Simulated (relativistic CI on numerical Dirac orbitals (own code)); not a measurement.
d1 to d9 in one octahedral field

Computed with a parametric ligand-field model without spin-orbit coupling, by exact diagonalisation: B = 450, C = 1710, 10Dq = 22700 cm⁻¹ (Oh; |10Dq|/B = 50.4) for every shell. Energies in cm⁻¹; the field energy is (0.6 n_e − 0.4 n_t2) × 10Dq of the ground term; g labels are left out. So small a B with so large a field is typical of 4d and 5d ions, where spin-orbit coupling, left out here, reaches 1,000 to 4,000 cm⁻¹.

| Shell | Ground term | Electrons in e | Field energy | First spin-allowed bands | Lowest term of other spin |
| --- | --- | --- | --- | --- | --- |
| d1 | 2T2 | 0.000 | -9080 | 2E 22700 |  |
| d2 | 3T1 | 0.010 | -17936 | 3T2 21620, 3T1 27290 | 1T2 6281 |
| d3 | 4A2 | 0.000 | -27240 | 4T2 22700, 4T1 27717 | 2E 8674 |
| d4 | ? | ? | ? | ? | ? |
| d5 | 2T2 | 0.028 | -44768 | 2A2 20357, 2T1 20522 | 4T1 14304 |
| d6 | 1A1 | 0.020 | -54020 | 1T1 21446, 1T2 27855 | 3T1 17809 |
| d7 | 2E | 1.014 | -40551 | 2T1 21344, 2T2 21753 | 4T1 14185 |
| d8 | 3A2 | 2.000 | -27240 | 3T2 22700, 3T1 27717 | 1E 6967 |
| d9 | 2E | 3.000 | -13620 | 2T2 22700 |  |

Task: Fill in the row of d4.

Result: Ground term: 3T1; Electrons in e: 0.015; Field energy: -35990; First spin-allowed bands: 3E 21020, 3T1 21429; Lowest term of other spin: 1T2 5308. Low spin: d4, d5, d6, d7; the other shells keep the spin of the free ion. Only d4 to d7 can choose; the field needed to pair spins is smallest for d6 and largest for d5, which loses most exchange energy. In the strong-field picture 10Dq must exceed about 6B + 5C = 11250 (d4), 7.5B + 5C = 11925 (d5), 2.5B + 4C = 7965 (d6) and 4B + 4C = 8640 (d7); mixing of terms shifts these bounds somewhat.
